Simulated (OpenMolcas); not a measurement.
OpenMolcas run: neutral ruthenium

Input:

```
&GATEWAY
Coord
1

Ru 0.0 0.0 0.0
Basis=ANO-R1
Group=XYZ
NoMove
AngMom=0.0 0.0 0.0
AMFI
&SEWARD
&RASSCF
FileOrb=start.orb
Symmetry=1
Spin=5
nActEl=8 0 0
Inactive=9 9
Ras2=6 0
CIRoot=15 15 1
SDav=15
CIMx=300
Iter=120 100
PrWF=0.3
OrbListing=Nothing
MaxOrb=0
Atom
>>> COPY $Project.JobIph JOB001
&RASSCF
FileOrb=start.orb
Symmetry=1
Spin=3
nActEl=8 0 0
Inactive=9 9
Ras2=6 0
CIRoot=105 105 1
SDav=105
CIMx=300
Iter=120 100
PrWF=0.3
OrbListing=Nothing
MaxOrb=0
Atom
CIOnly
>>> COPY $Project.JobIph JOB002
&RASSCF
FileOrb=start.orb
Symmetry=1
Spin=1
nActEl=8 0 0
Inactive=9 9
Ras2=6 0
CIRoot=105 105 1
SDav=105
CIMx=300
Iter=120 100
PrWF=0.3
OrbListing=Nothing
MaxOrb=0
Atom
CIOnly
>>> COPY $Project.JobIph JOB003
&RASSI
NrOfJobIphs=3 15 75 57
1 2 3 4 5 6 7 8 9 10 11 12 13 14 15
1 2 3 4 5 6 7 8 9 10 11 12 13 14 15 16 17 18 19 20 21 22 23 24 25 26 27
28 29 30 31 32 33 34 35 36 37 38 39 40 41 42 43 44 45 46 47 48 49 50 51
52 53 54 55 56 57 58 59 60 61 62 63 64 65 66 67 68 69 70 71 72 73 74 75
1 2 3 4 5 6 7 8 9 10 11 12 13 14 15 16 17 18 19 20 21 22 23 24 25 26 27
28 29 30 31 32 33 34 35 36 37 38 39 40 41 42 43 44 45 46 47 48 49 50 51
52 53 54 55 56 57
IphNames
JOB001
JOB002
JOB003
EJob
SpinOrbit
DIPRint=1.0
SOCoupling=1000.0
Subsets=2
MEES
Property=10
'ANGMOM' 1 'ANGMOM' 2 'ANGMOM' 3 'MLTPL  1' 1 'MLTPL  1' 2 'MLTPL  1' 3
'AMFI' 1 'AMFI' 2 'AMFI' 3 'MLTPL  2' 6
SOProperty=3
'ANGMOM' 1 'ANGMOM' 2 'ANGMOM' 3
```

Launched by
```bash
OMP_NUM_THREADS=1 MOLCAS_MEM=1689 MOLCAS_PROJECT=a pymolcas a.inp > a.log  # once for each step of the input, in one work folder
```

A driver script runs the steps one by one and writes start.orb anew before each from the orbitals found so far, so a CI-only block uses the converged orbitals of the first block.

Output, cut to the results:

```
--- SEWARD ---
Basis set label: RU.ANO-R...6S4P3D1F.

      Electronic valence basis set:
      ------------------
      Associated Effective Charge  44.000000 au
      Associated Actual Charge     44.000000 au
      Nuclear Model: Finite nucleus - Gaussian distribution
        Gaussian exponent, Xi/bohr**(-2):  2.09653E+08

      Shell  nPrim  nBasis  Cartesian Spherical Contaminant
         s      23       6        X
         p      16       4        X
         d      12       3                 X
         f       6       1                 X
                  Relativistic X2C integrals
                  Atomic mean-field integrals
--- RASSCF ---
Wave function specifications:
      -----------------------------

      Number of closed shell electrons          36
      Number of electrons in active shells       8
      Max number of holes in RAS1 space          0
      Max nr of electrons in RAS3 space          0
      Number of inactive orbitals               18
      Number of active orbitals                  6
      Number of secondary orbitals              16
      Spin quantum number                      2.0
      State symmetry                             1
Orbital specifications:
      -----------------------

      Symmetry species                           1   2
                                                ag  au
      Frozen orbitals                            0   0
      Inactive orbitals                          9   9
      Active orbitals                            6   0
      RAS1 orbitals                              0   0
      RAS2 orbitals                              6   0
      RAS3 orbitals                              0   0
      Secondary orbitals                         6  10
      Deleted orbitals                           0   0
      Number of basis functions                 21  19
      Number of CSFs                            15
      Number of root(s) required                15
      Iter CI   SX   CI       RASSCF       Energy    max ROT     max BLB   max BLB  Level Ln srch  Step   QN
          iter iter root      energy       change     param      element    value   shift minimum  type update
 Nr of preliminary CI iterations:   1
      Total energies have been shifted. Add                -4000.00 au
        1   1    2    0  -528.00113560    0.00E+00   1.80E-07    8  10 2 -2.52E-07   0.00   0.00    SX    NO
        2   1    1    0  -528.00113560   -4.55E-12   0.00E+00    8  10 2 -4.18E-08   0.00   0.00    SX    NO
        3   1    1    0  -528.00113560   -9.09E-13   0.00E+00    8  10 2 -4.18E-08   0.00   0.00    SX    NO
        4   1    1    0  -528.00113560    4.55E-12   0.00E+00    8  10 2 -4.18E-08   0.00   0.00    SX    NO
      Convergence after  4 iterations
        5   1    1    0  -528.00113560   -4.55E-12   0.00E+00    8  10 2 -4.18E-08   0.00   0.00    SX    NO
      Natural orbitals and occupation numbers for root  1
      sym 1:   1.631284   1.000000   1.368716   1.368716   1.631284   1.000000
      Natural orbitals and occupation numbers for root  2
      sym 1:   1.899579   1.100421   1.899579   1.100421   1.000000   1.000000
      Natural orbitals and occupation numbers for root  3
      sym 1:   1.962975   1.962975   1.000000   1.037025   1.037025   1.000000
::    RASSCF root number  1 Total energy:  -4528.02623501
::    RASSCF root number  2 Total energy:  -4528.02623501
::    RASSCF root number  3 Total energy:  -4528.02623501
::    RASSCF root number  4 Total energy:  -4528.02623501
::    RASSCF root number  5 Total energy:  -4528.02623501
::    RASSCF root number  6 Total energy:  -4528.02623501
::    RASSCF root number  7 Total energy:  -4528.02623501
::    RASSCF root number  8 Total energy:  -4527.98361999
::    RASSCF root number  9 Total energy:  -4527.98361999
::    RASSCF root number 10 Total energy:  -4527.98361999
::    RASSCF root number 11 Total energy:  -4527.98361999
::    RASSCF root number 12 Total energy:  -4527.98361999
::    RASSCF root number 13 Total energy:  -4527.97176298
::    RASSCF root number 14 Total energy:  -4527.97176298
::    RASSCF root number 15 Total energy:  -4527.97176298
--- RASSCF ---
Wave function specifications:
      -----------------------------

      Number of closed shell electrons          36
      Number of electrons in active shells       8
      Max number of holes in RAS1 space          0
      Max nr of electrons in RAS3 space          0
      Number of inactive orbitals               18
...
--- RASSI ---
SPIN-FREE ENERGIES:
  (Shifted by EMIN (a.u.) =      -4528.0262350129)

 SF State       Relative EMIN(au)   Rel lowest level(eV)    D:o, cm**(-1)      L_eff

     1             0.0000000000        0.0000000000              0.0000         3.0
     2             0.0000000000        0.0000000000              0.0000         3.0
     3             0.0000000000        0.0000000000              0.0000         3.0
     4             0.0000000000        0.0000000000              0.0000         3.0
     5             0.0000000000        0.0000000000              0.0000         3.0
     6             0.0000000000        0.0000000000              0.0000         3.0
     7             0.0000000000        0.0000000000              0.0000         3.0
    16             0.0414634819        1.1282788222           9100.1824         3.0
    17             0.0414634819        1.1282788222           9100.1824         3.0
    18             0.0414634819        1.1282788222           9100.1824         3.0
    19             0.0414634819        1.1282788222           9100.1824         3.0
    20             0.0414634819        1.1282788222           9100.1824         3.0
    21             0.0414634819        1.1282788222           9100.1824         3.0
    22             0.0414634819        1.1282788222           9100.1824         3.0
     8             0.0426150258        1.1596139261           9352.9171         2.0
     9             0.0426150258        1.1596139261           9352.9171         2.0
    10             0.0426150258        1.1596139261           9352.9171         2.0
    11             0.0426150258        1.1596139261           9352.9171         2.0
    12             0.0426150258        1.1596139261           9352.9171         2.0
    15             0.0544720358        1.4822596067          11955.2300         1.0
    13             0.0544720358        1.4822596067          11955.2300         1.0
...
```

Levels above the lowest, from the spin-orbit matrix, grouped by J:

```csv
Configuration,Term,J,E (cm-1),Measured (cm-1),g,Term weight %,Second
4d7 5s,5F,5,0.0,0.0,1.399,99,
4d7 5s,5F,4,1223,1191,1.349,99,
4d7 5s,5F,3,2162,2092,1.250,99,
4d7 5s,5F,2,2828,2713,1.001,99,
4d7 5s,5F,1,3252,3105,0.003,99,
4d7 5s,3F(1),4,9194,,1.292,80,18 4d6 5s2 5D
4d6 5s2,5D,4,9931,7483,1.453,81,18 4d7 5s 3F(1)
4d6 5s2,5D,3,10694,8575,1.337,61,38 4d7 5s 3F(1)
4d7 5s,3F(1),3,11091,,1.245,60,39 4d6 5s2 5D
4d6 5s2,5D,2,11414,9058,1.464,92,4 4d7 5s 3F(1)
4d6 5s2,5D,1,11833,9073,1.502,97,2 4d7 5s 3P(1)
4d7 5s,3F(1),2,11980,,0.717,93,5 4d6 5s2 5D
4d6 5s2,5D,0,12026,9492,,97,
4d7 5s,5P,3,12992,8771,1.666,99,
4d7 5s,5P,2,13089,8044,1.777,84,13 3P(1)
4d7 5s,5P,1,13875,9620,2.428,93,5 3P(1)
4d7 5s,3G,5,15324,,1.194,94,4 3H
4d7 5s,3G,4,15999,,1.040,90,5 3H
4d7 5s,3P(1),2,16294,,1.524,79,13 5P
4d7 5s,3G,3,16796,,0.754,99,
4d7 5s,3P(1),1,18064,,1.502,85,6 5P
4d7 5s,3P(1),0,18727,,,83,15 3P(2)
4d7 5s,3H,6,19580,,1.167,100,
4d7 5s,1G,4,19599,,0.936,56,35 3H
```

Against the 12 measured excited levels shown (NIST Handbook of Basic Atomic Spectroscopic Data) the mean absolute deviation is 2200 cm-1; the largest miss in energy is 4d7 5s 5P2: computed 13089, measured 8044 cm-1 (+62.7 %). Levels of one J stand in another order than measured, so their pairing by name is doubtful.

Without dynamic correlation excited terms often stand tens of per cent too high (terms of higher spin than the ground term too low), and those without a measured partner can miss by more than the paired ones. Terms from blocks run as CI alone lack orbitals of their own. Configurations are named by rounded mean occupations; where the s occupation lies near a half they are strongly mixed, a name can repeat and a true partner stay unpaired. A single d shell beside an s shell can misplace configurations of different d count against each other. Computed and measured levels are paired by configuration, term and J; levels that our copy of the source lacks, or whose pairing is in doubt (as where it misses far off the trend of its configuration), stay unpaired and out of the deviations. Levels of configurations outside the active space are missing. The first state left out of the spin-orbit step lies near 35000 cm-1 above the lowest spin-free state of the reference (among the parities and spins computed), and the list stops at four fifths of that energy or lower. The table shows the lowest 24 of 41 levels.

The term weight is that of the spin-free term in the level, not the purity of its configuration. A number in round brackets counts repeated terms of one configuration in the order of the reference energies.
